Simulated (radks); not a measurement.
Values are calculated unless marked as measured or tabulated.
Task: These are the eigenvalues of the occupied orbitals of an atom or ion with whole-number occupations (Ry). Level of theory: Dirac Kohn-Sham, LDA (Slater exchange, Perdew-Wang correlation), spin-unpolarised, spherical densities, point nucleus (a radial shooting solver on a logarithmic mesh with Libxc functionals).

1s1/2: -179.3499
2s1/2: -18.55129
2p1/2: -14.63629
2p3/2: -14.54299
3s1/2: -3.84251
3p1/2: -2.97695
3p3/2: -2.96690

Which element is it, and in what charge state? The configuration may be excited. Open shells, if any, are shared by 2j + 1.

Result: Z = 16, sulfur, charge +3: S3+ in [Ne] 3s2 3p1. The list shows which subshells hold electrons but not how many an open one holds; the 1s level, -89.675 hartree, gives Z - s = 13.4 by -(Z - s)^2/2, which with screening and relativity narrows Z to a few neighbours, and the depths of the outer levels then fix element, charge and occupations together.
